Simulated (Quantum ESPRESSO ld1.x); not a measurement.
Problem. Bi3+, configuration [Xe] 4f14 5d10 6s1 6f1 (not the ground configuration). All-electron calculation, scalar-relativistic Kohn-Sham, LDA (Slater exchange, Perdew-Zunger correlation), spin-polarised, spherical densities, point nucleus; open shells are filled with parallel spins first. Program: ld1.x of Quantum ESPRESSO 7.5. Some entries of the table are withheld. Estimate them.

| orbital | occ. | eigenvalue (Ry) | <r> (bohr) | <1/r> (bohr^-1) |
|---|---|---|---|---|
| 1s up | 1 | -6662.98 | 0.01579 | 103.3 |
| 1s down | 1 | -6662.98 | 0.01579 | 103.3 |
| 2s up | 1 | -1199.41 | 0.06650 | 24.27 |
| 2s down | 1 | -1199.41 | 0.06650 | 24.27 |
| 2p up | 3 | -1026.56 | 0.06056 | 21.22 |
| 2p down | 3 | -1026.56 | 0.06056 | 21.22 |
| 3s up | 1 | -291.502 | 0.1717 | 8.988 |
| 3s down | 1 | -291.500 | 0.1717 | 8.988 |
| 3p up | 3 | -242.138 | 0.1738 | 8.106 |
| 3p down | 3 | -242.136 | 0.1738 | 8.106 |
| 3d up | 5 | -192.540 | 0.1575 | 7.602 |
| 3d down | 5 | -192.538 | 0.1575 | 7.602 |
| 4s up | 1 | -68.8835 | 0.3773 | 3.879 |
| 4s down | 1 | -68.8806 | 0.3772 | 3.879 |
| 4p up | 3 | -52.7089 | 0.4029 | 3.479 |
| 4p down | 3 | -52.7057 | 0.4028 | 3.479 |
| 4d up | 5 | -34.2357 | 0.4227 | 3.131 |
| 4d down | 5 | -34.2322 | 0.4227 | 3.131 |
| 5s up | 1 | -14.2374 | 0.8296 | 1.650 |
| 5s down | 1 | -14.2293 | 0.8292 | 1.651 |
| 4f up | 7 | -13.8790 | 0.4409 | 2.746 |
| 4f down | 7 | -13.8752 | 0.4409 | 2.746 |
| 5p up | 3 | -9.67067 | 0.9462 | 1.414 |
| 5p down | 3 | -9.65842 | 0.9450 | 1.416 |
| 5d up | 5 | -4.58598 | 1.212 | 1.080 |
| 5d down | 5 | -4.55657 | 1.205 | 1.085 |
| 6s up | 1 | -3.43445 | 1.955 | 0.6572 |
| 6s down | 0 | -3.35914 | 1.953 | 0.6588 |
| 6f up | 1 | -0.68043 | (1) | (2) |
| 6f down | 0 | -0.62630 | (3) | (4) |

Solution. 
(1) 6f up <r> (bohr): 6.228
(2) 6f up <1/r> (bohr^-1): 0.2244
(3) 6f down <r> (bohr): 6.427
(4) 6f down <1/r> (bohr^-1): 0.2195
